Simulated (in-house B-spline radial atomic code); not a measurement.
Configurations of the germanium ion Ge²⁺, with energies counted from [Ar] 3d10 4s2. All numbers are computed (non-relativistic AM05, spin-polarised, spherical fractional occupations; point nucleus) with an all-electron radial atomic-structure program (B-spline basis), not measured. Shells without spins written out take the highest spin.

Occupations are held fixed; configurations that lie above the ionisation limit could autoionise.

```
                                      configuration  E - E(ref) (eV)  highest orbital  its <r> (bohr)
                                  [Ar] 3d10 4s1 5d1           25.524            5d up           6.786
         [Ar] 3d(4 up, 5 down) 4s2 5d(0 up, 1 down)           52.926          5d down           6.592
                                   [Ar] 3d9 4s2 5f1           55.932            5f up           9.576
[Ne] 3s2 3p(3 up, 2 down) 3d10 4s2 5d(1 up, 0 down)           137.52            5d up           6.588
                          [Ne] 3s2 3p5 3d10 4s2 4f1           137.89            4f up           5.566
                          [Ne] 3s2 3p5 3d10 4s2 5f1           140.53            5f up           9.578
```

(1) Order these further configurations by energy, lowest first.
A. [Ne] 3s2 3p5 3d10 4s2 4p1
B. [Ar] 3d(5 up, 4 down) 4s2 4p(1 up, 0 down)
C. [Ar] 3d9 4s2 5s1
D. [Ne] 3s2 3p5 3d10 4s2 4d1
E. [Ne] 3s2 3p5 3d10 4s2 5p1

(2) How far above the reference does [Ar] 3d(4 up, 5 down) 4s2 5p(0 up, 1 down) lie?

## Answers

(1) B (33.761 eV), C (46.346 eV), A (118.31 eV), D (131.03 eV), E (133.65 eV).

(2) 49.064 eV; its least bound orbital is 5p down with <r> = 4.873 bohr.
